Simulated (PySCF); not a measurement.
C3H7ClSi, SMILES [SiH3]C/C=C\Cl.

Geometry optimised at B3LYP-D3(BJ)/def2-SVP. The structure was generated by enumeration; whether it is a known compound was not checked. The values are those of a single conformer.

The numbers are results of SMD-B3LYP/def2-SVP in PySCF, not measurements.

Solvation free energies are E(SMD) − E(gas) at the gas-phase geometry, for 1 M in both phases. In vacuum the dipole moment is 1.36 D.

Q: Estimate the solvation free energies in water, methanol, ethanol. (Estimate from the structure and the level; the computed values follow.)

A: 
```tsv
solvent	ΔG(solv) (kcal/mol)	its non-electrostatic (CDS) part	dipole (D)
water	1.3	3.8	1.97
methanol	-3.2	-0.7	1.95
ethanol	-3.3	-0.8	1.94
```
